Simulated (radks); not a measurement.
The numbers below are computed, except where a source is named.
Spherical quantum dot in the effective-mass picture: electrons in a hard-walled sphere of radius 5.75, with a point charge +1 (a donor) at the centre, all in effective atomic units (hartree* = m*/eps^2 hartree, bohr* = eps/m* bohr), one dielectric constant everywhere. Level of theory: non-relativistic Kohn-Sham, r2SCAN, spin-polarised, spherical densities, generalised Kohn-Sham scheme (a radial shooting solver with Libxc functionals). Levels are named by radial order and angular momentum (1s, 1p, 1d, 2s, ...), and open shells are averaged over m. Results are scaled to m* = 0.084 and eps = 9.6, for which hartree* = 24.8 meV and bohr* = 6.048 nm. Each electron was tried in the lowest free levels, single moves between levels near the top were tried too, and the lowest total energy was kept; such a search can miss a lower state. At N = 1 the Hartree and exchange-correlation terms need not cancel, so that row can carry a self-interaction error.

\begin{tabular}{lrrrrrrr}
N & open shells & 2S & E (meV) & mu = E(N) - E(N-1) (meV) & addition energy mu(N+1) - mu(N) (meV) & e(HOMO) (meV) & rms radius (nm) \\ \hline
1 & 1s(up 1, down 0) & 1 & -12.3710 & -12.371 & 12.63 & -7.2017 & 10.31 \\
2 & none & 0 & -12.1118 & 0.25919 & 12.66 & 3.5619 & 13.57 \\
3 & 1p(up 1, down 0) & 1 & 0.806169 & 12.918 & 4.875 & 15.258 & 17.30 \\
4 & 1p(up 2, down 0) & 2 & 18.5990 & 17.793 & 5.257 & 20.393 & 19.09 \\
5 & 1p(up 3, down 0) & 3 & 41.6484 & 23.049 & 7.493 & 25.715 & 20.20 \\
6 & 1p(up 3, down 1) & 2 & 72.1906 & 30.542 & 4.727 & 32.841 & 21.03 \\
7 & 1p(up 3, down 2) & 1 & 107.460 & 35.269 & 5.036 & 37.759 & 21.66 \\
8 & none & 0 & 147.764 & 40.305 & 8.206 & 42.866 & 22.17 \\
9 & 2s(up 1, down 0) & 1 & 196.275 & 48.511 & 6.311 & 51.506 & 22.44 \\
10 & 1d(up 1, down 0) 2s(up 1, down 0) & 2 & 251.097 & 54.822 & 4.995 & 57.313 & 22.87 \\
11 & 1d(up 2, down 0) 2s(up 1, down 0) & 3 & 310.914 & 59.816 & 5.031 & 62.327 & 23.23 \\
12 & 1d(up 3, down 0) 2s(up 1, down 0) & 4 & 375.761 & 64.848 & 4.790 & 67.640 & 23.54 \\
13 & 1d(up 5, down 0) & 5 & 445.400 & 69.638 & 5.575 & 72.109 & 24.03 \\
14 & 1d(up 5, down 0) 2s(up 1, down 0) & 6 & 520.613 & 75.213 & 6.652 & 78.500 & 24.04 \\
15 & 1d(up 5, down 1) 2s(up 1, down 0) & 5 & 602.478 & 81.865 & 4.832 & 84.269 & 24.27 \\
16 & 1d(up 5, down 2) 2s(up 1, down 0) & 4 & 689.176 & 86.697 & 4.899 & 89.318 & 24.47 \\
17 & 1d(up 5, down 3) 2s(up 1, down 0) & 3 & 780.772 & 91.596 & 4.742 & 94.744 & 24.64 \\
18 & none & 0 & 877.109 & 96.338 & 5.359 & 98.644 & 25.03 \\
19 & 2s(up 1, down 0) & 1 & 978.806 & 101.70 & 9.465 & 105.58 & 24.96 \\
20 & 2s(up 1, down 0) 1f(up 1, down 0) & 2 & 1089.97 & 111.16 & 4.899 & 113.59 & 25.11 \\
21 & 2s(up 1, down 0) 1f(up 2, down 0) & 3 & 1206.03 & 116.06 & 4.907 & 118.49 & 25.26 \\
22 & 2s(up 1, down 0) 1f(up 3, down 0) & 4 & 1326.99 & 120.97 & 4.916 & 123.41 & 25.39 \\
23 & 2s(up 1, down 0) 1f(up 4, down 0) & 5 & 1452.88 & 125.88 & 4.923 & 128.33 & 25.52 \\
24 & 2s(up 1, down 0) 1f(up 5, down 0) & 6 & 1583.68 & 130.81 & 4.928 & 133.26 & 25.63 \\
25 & 2s(up 1, down 0) 1f(up 6, down 0) & 7 & 1719.42 & 135.73 & 4.931 & 138.19 & 25.74 \\
26 & 2s(up 1, down 0) 1f(up 7, down 0) & 8 & 1860.08 & 140.67 & 6.712 & 143.12 & 25.85 \\
27 & 2s(up 1, down 0) 1f(up 7, down 1) & 7 & 2007.46 & 147.38 & 4.821 & 149.75 & 25.95 \\
28 & 2s(up 1, down 0) 1f(up 7, down 2) & 6 & 2159.66 & 152.20 & 4.832 & 154.58 & 26.04 \\
29 & 2s(up 1, down 0) 1f(up 7, down 3) & 5 & 2316.69 & 157.03 & 4.846 & 159.42 & 26.13 \\
30 & 2s(up 1, down 0) 1f(up 7, down 4) & 4 & 2478.56 & 161.88 & 4.859 & 164.28 & 26.21 \\
31 & 2s(up 1, down 0) 1f(up 7, down 5) & 3 & 2645.30 & 166.74 & 4.868 & 169.15 & 26.29 \\
32 & 2s(up 1, down 0) 1f(up 7, down 6) & 2 & 2816.90 & 171.60 & 4.875 & 174.02 & 26.37 \\
33 & 2s(up 1, down 0) & 1 & 2993.38 & 176.48 & 10.20 & 179.11 & 26.44 \\
34 & none & 0 & 3180.06 & 186.68 & 5.231 & 190.09 & 26.31 \\
35 & 2s(up 1, down 0) 1g(up 2, down 0) & 3 & 3371.96 & 191.91 & 4.616 & 194.11 & 26.59 \\
36 & 2s(up 1, down 0) 1g(up 3, down 0) & 4 & 3568.49 & 196.52 & 4.835 & 198.95 & 26.66 \\
37 & 2s(up 1, down 0) 1g(up 4, down 0) & 5 & 3769.85 & 201.36 & 4.842 & 203.79 & 26.72 \\
38 & 2s(up 1, down 0) 1g(up 5, down 0) & 6 & 3976.05 & 206.20 & - & 208.63 & 26.79 \\
\end{tabular}

All shells are closed at N = 2, 8, 18, 34 (there: 1s2 1p6 1d10 2s2 1f14); the second difference of the energy has clear peaks (12 % above both neighbours; the first and last values, which can be the largest, are not judged, and half-filled shells can peak too) at N = 5, 8, 14, 19, 26, 33.
